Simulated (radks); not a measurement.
Results of a calculation; reference values are marked as such.
Question: Pd5+, configuration [Kr] 4d5. Level of theory: Dirac Kohn-Sham, BLYP, spin-unpolarised, spherical densities, finite nucleus; open shells fill j = l - 1/2 first; Fermi nuclear charge, rms radius 4.5318 fm (a radial shooting solver on a logarithmic mesh with Libxc functionals). Some entries of the table are withheld. Estimate them.

orbital,occ.,eigenvalue (eV),<1/r> (bohr^-1)
1s1/2,2,-24234.92,(1)
2s1/2,2,-3605.873,11.09
2p1/2,2,-3350.833,11.07
2p3/2,4,-3191.360,10.43
3s1/2,2,-714.4520,3.864
3p1/2,2,-613.8255,3.769
3p3/2,4,-585.9964,3.614
3d3/2,4,-407.8026,3.447
3d5/2,6,-402.2470,3.407
4s1/2,2,-160.9083,1.497
4p1/2,2,(2),1.388
4p3/2,4,(3),1.342
4d3/2,4,-74.1348,1.097
4d5/2,1,-73.4576,1.086

Answer: 
(1) 1s1/2 <1/r> (bohr^-1): 48.24
(2) 4p1/2 eigenvalue (eV): -128.9482
(3) 4p3/2 eigenvalue (eV): -124.1078
